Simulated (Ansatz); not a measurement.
Species: sum formula HSiOCl$_{2}$, charge 0, multiplicity 2. It need not be the lowest isomer of its formula. 
Structure (B3LYP-D3(BJ)/def2-TZVP (Ansatz, a program for electronic structure) minimum search):
```
Si
O 1 1.6390
H 2 0.9631 1 117.96
Cl 1 2.0584 2 106.29 3 160.47
Cl 1 2.0772 2 109.92 3 40.96
```
Charge 0, spin multiplicity 2.

Computed values are from Ansatz. Valence correlation only, unless marked. UHF or UKS for open shells. No spin-orbit coupling. No relativistic terms. CBS marks a two-point X^-3 extrapolation of the correlation energy; Hartree-Fock from the larger set.

Q: What is the T1 diagnostic at CCSD/cc-pV(Q+d)Z?

A: 0.013.

Q: What is the dipole moment at CCSD(T)/aug-cc-pV(D+d)Z?

A: 1.84 D.

Q: What is the atomisation energy De at CCSD(T)/CBS(cc-pV(T+d)Z,cc-pV(Q+d)Z)?

A: 1687.7 kJ/mol.

Q: What is the total energy at CCSD(T)/CBS(cc-pV(T+d)Z,cc-pV(Q+d)Z)?

A: -1284.5004 Eh.
